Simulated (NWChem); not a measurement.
Molecule: C₂H₃BFNO; SMILES N1CB(OC=1)F

```xyz
9

F      0.0410     2.0744     0.0000
B      0.0479     0.7596     0.0000
C      1.2159    -0.2955     0.0000
N      0.4853    -1.5648     0.0000
C     -0.7448    -1.2746     0.0000
O     -1.1292     0.0467     0.0000
H      1.8851    -0.2365     0.8762
H      1.8851    -0.2365    -0.8762
H     -1.5693    -1.9936     0.0000
```
Atoms are numbered in this order, from 1.

Computed with NWChem. The geometry was optimised at PBE0/def2-SVP.

Q: Estimate the computed values for Hartree-Fock/def2-TZVP. Quantities: highest occupied level (eV); orbital gap (eV); dipole (D).

A: highest occupied level (eV): -11.33
orbital gap (eV): 14.35
dipole (D): 0.07
